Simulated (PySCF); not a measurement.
**Ionisation energy of Mn²⁺ by level of theory**

Mn²⁺ [Ar] 3d5 [3d3/2^4 3d5/2^1, M_J = 5/2] → Mn³⁺ [Ar] 3d4 [3d3/2^4, M_J = 0], as a difference of total energies. Calculation: PySCF 2.14, in x2c-QZVPPall-2c (11s9p5d4f2g, 109 functions); the two-component X2C-1e Hamiltonian. Correlated levels: [Ne] frozen; the 8 highest virtual spinors dropped. "Screened" scales the spin-orbit matrix elements by Boettger's factors to mimic the two-electron term; Breit and QED terms are absent.

| method | ionisation energy (eV) | error (eV) |
| --- | --- | --- |
| GHF (spin-free) | 32.459 | -1.209 |
| GMP2 (spin-free) | 33.801 | +0.133 |
| GHF (screened spin-orbit) | 32.407 | -1.261 |
| GMP2 (screened spin-orbit) | 33.749 | +0.081 |

Reference: 33.668 ± 0.012 eV (measured; NIST Atomic Spectra Database, ionization energies).

Errors of the correlated levels include the incompleteness of this basis and the frozen core.

The labels give the starting determinants; with spin-orbit coupling the two ends relaxed to ⟨J²⟩ = 8.75, ⟨L²⟩ = 0.00, ⟨S²⟩ = 8.75 and ⟨J²⟩ = 3.92, ⟨L²⟩ = 6.00, ⟨S²⟩ = 6.00.

The determinant of Mn³⁺ mixes levels of different J (the jj label is only the starting occupation), so the difference between spin-free and spin-orbit rows is not the physical spin-orbit shift.
